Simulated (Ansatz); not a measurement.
Reaction (cleavage of the Si–Si bond): `N=C[SiH2][SiH2]N` + H–F → `N[SiH2]F` + `N=C[SiH3]`

Computed with Ansatz on PBE0-D4/def2-TZVP structures; ΔE is electronic, products minus reactants. CCSD(T)/CBS is the MP2 limit (def2-TZVPP, def2-QZVPP) plus CCSD(T) − MP2 in def2-TZVPP, frozen cores. This one scheme is used for every species. Functionals use def2-TZVPP. One conformer a species, not always the lowest.

| level | ΔE (kJ/mol) | difference from CCSD(T)/CBS |
| --- | --- | --- |
| PBE-D4 | -125.6 | 21.7 |
| r2SCAN-D4 | -148.6 | -1.3 |
| ωB97X-V | -150.3 | -3.0 |
| B2PLYP | -161.1 | -13.8 |
| PBE | -134.9 | 12.4 |
| PBE0 | -139.4 | 7.9 |
| MP2/def2-TZVPP | -152.3 | -5.0 |
| SCS-MP2/def2-TZVPP | -160.5 | -13.2 |
| SCS-MP2/def2-QZVPP | -161.0 | -13.7 |
| HF/CBS(def2) | -190.0 | -42.7 |
| CCSD(T)/CBS | -147.3 | 0 |

Largest T1 diagnostic among the species: 0.013.

In def2-TZVPP, CCSD(T) changes the Hartree–Fock value by +38.5 kJ/mol (the triples alone add +5.6 kJ/mol) and MP2 by +34.4 kJ/mol. The D4 term adds +14.8 kJ/mol with B3LYP and +8.5 kJ/mol with PBE0; it sums over pairs of atoms, weighted by their polarisabilities, and B3LYP, whose exchange is more repulsive, gets the larger term.

B3LYP here is the variant with VWN-RPA as its local correlation; programs differ in this.
